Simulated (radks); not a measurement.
W, 74 electrons, occupied as [Xe] 4f14 5d3.75 6s2 6p0.25 (fractional occupations, a model configuration).

All-electron calculation, Dirac Kohn-Sham, BLYP, spin-unpolarised, spherical densities, point nucleus; open shells fill j = l - 1/2 first. Program: a radial shooting solver on a logarithmic mesh with Libxc functionals.

Energy parts (hartree):
total: -16166.8695
kinetic: 18220.1617
electron-nucleus: -40386.2501
Hartree: 6325.2405
exchange-correlation: -326.0216

Orbitals (lengths in bohr, moments of r in powers of bohr; <r^-3> diverges for s and p1/2):
| orbital | occ. | eigenvalue (hartree) | <r^-3> | <r^2> |
|---|---|---|---|---|
| 1s1/2 | 2 | -2550.665 | - | 0.0004628 |
| 2s1/2 | 2 | -439.9392 | - | 0.007060 |
| 2p1/2 | 2 | -420.6800 | - | 0.005041 |
| 2p3/2 | 4 | -370.9469 | 16330 | 0.006242 |
| 3s1/2 | 2 | -101.3100 | - | 0.04612 |
| 3p1/2 | 2 | -92.74017 | - | 0.04232 |
| 3p3/2 | 4 | -81.98672 | 3693 | 0.04891 |
| 3d3/2 | 4 | -67.56877 | 638.6 | 0.03792 |
| 3d5/2 | 6 | -65.23040 | 543.1 | 0.03973 |
| 4s1/2 | 2 | -20.89502 | - | 0.2282 |
| 4p1/2 | 2 | -17.34286 | - | 0.2354 |
| 4p3/2 | 4 | -14.84910 | 856.8 | 0.2709 |
| 4d3/2 | 4 | -9.01893 | 129.8 | 0.2956 |
| 4d5/2 | 6 | -8.55960 | 108.0 | 0.3090 |
| 5s1/2 | 2 | -2.90772 | - | 1.282 |
| 5p1/2 | 2 | -1.85647 | - | 1.573 |
| 5p3/2 | 4 | -1.49499 | 121.6 | 1.869 |
| 4f5/2 | 6 | -1.26695 | 19.62 | 0.4573 |
| 4f7/2 | 8 | -1.18473 | 18.69 | 0.4731 |
| 6s1/2 | 2 | -0.21595 | - | 11.44 |
| 5d3/2 | 3.75 | -0.18985 | 7.977 | 4.922 |
| 5d5/2 | 0 | -0.16289 | 6.291 | 5.440 |
| 6p1/2 | 0.25 | -0.06743 | - | 23.37 |
| 6p3/2 | 0 | -0.04964 | 5.685 | 30.11 |

The highest occupied level is 6p1/2 at -1.835 eV. The configuration is held as typed, so some empty levels lie below it. Summed over all electrons, <r^2> = 72.75 bohr^2, which gives a Langevin (diamagnetic) susceptibility term of -57.6 x 10^-6 cm^3/mol.

Run on one thread of a shared host, so times are rough (Intel(R) Xeon(R) Platinum 8488C): 0.24 s of CPU time, 0.27 s wall, 15 iterations on 2728 mesh points.
